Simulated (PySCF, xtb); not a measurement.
ZnBr, SMILES [Br][Zn+], charge +1.

GFN2-xTB (xtb) at its own geometry gives an orbital gap of 1.70 eV.

Geometry optimised at PBE0-D3(BJ)/def2-TZVP. The spin state was assumed, not searched.

Task: What does PySCF with B3LYP/def2-TZVPD give? (The exact figures need the calculation; the answer reports its results.)

Result: gap 2.90 eV (levels -14.08 and -11.18 eV).
